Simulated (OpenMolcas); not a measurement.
## Te I: effect of the IPEA shift

```json
{
 "Program": "OpenMolcas 26.06",
 "Basis": "ANO-RCC-VTZP [7s6p4d2f1g]",
 "Scalar Hamiltonian": "DKH2, point nucleus",
 "Active space": "6 electrons in 9 orbitals (RAS2 5s 5p; RAS3 5d, at most 2 electrons)",
 "State averaging": "2S+1 = 3 even, 3 roots; 2S+1 = 1 even, 6 roots; 2S+1 = 3 odd, 3 roots",
 "Spin-orbit coupling": "state interaction with AMFI integrals over the reference wave functions, term energies averaged over their components"
}
```

Methods on the same reference wave functions:
A. RASSCF
B. SS-RASPT2, IPEA 0 Eh, imaginary shift 0.1 Eh (closed shells correlated: 4d)
C. SS-RASPT2, IPEA 0.25 Eh, imaginary shift 0.1 Eh (closed shells correlated: 4d)

Energies in cm-1 above 5s2 5p4 3P2, the measured ground level; measured values from NIST Handbook of Basic Atomic Spectroscopic Data.

```csv
Level,A,B,C,Measured
5s2 5p4 3P2,0.0,0.0,0.0,0.0
5s2 5p4 3P1,4109,4180,4180,4751
5s2 5p4 3P0,4493,4510,4520,4706
5s2 5p4 1D2,11767,10570,10590,10558
5s2 5p4 1S0,23557,22930,23130,23198
5s 5p5 3P* 2,67494,69920,70390,
```

Deviations, from unrounded energies. A percentage is the sum of absolute deviations over the sum of measured energies, with the sign that they share, or ± where signs differ.

```
                        Against measurement  Levels     A     B     C
             mean absolute deviation (cm-1)       4   610   260   210
      fine structure of the ground term (%)       2  -9.0  -8.1  -8.0
other terms of the ground configuration (%)       2  +4.6  ±0.8  ±0.3
```

C lies closest to measurement on these levels and A furthest from it. The largest miss of C in the table is 5s2 5p4 3P1, by -570 cm-1. The ranking rests on the paired levels alone, and a cruder setting can come out closer through cancelling errors.

Between B and C the level of the table that moves most is 5s 5p5 3P* 2, by 470 cm-1 (lowest in B, highest in C). Moves below CASPT2's spread within the term are not significant.

From A to B the spin-free energies of the other terms of 5s2 5p4 shown, above 3P, scale by factors of 0.85 to 0.96.

The lowest spin-free term lies below A's lowest term by 0.482 hartree in B, 0.479 hartree in C.

Term energies are means over components that CASPT2 splits; among the terms shown or strongly mixed into the levels shown the widest spread is 46 cm-1 (5s2 5p4 1D, C). Active for correlation alone: 5d; no level in the range computed is led by a configuration that fills it, so any true level of that kind is missing. Some terms mix strongly with configurations of 5d, whose occupation reaches 0.26 (5s 5p5 3P*). Computed and measured levels are paired by configuration, term and J; levels that our copy of the source lacks, or whose pairing is in doubt (as where it misses far off the trend of its configuration), stay unpaired and out of the deviations. Levels of configurations outside the active space are missing. Levels that lie high or do not pair safely by name in every column are left out.

* marks odd parity.
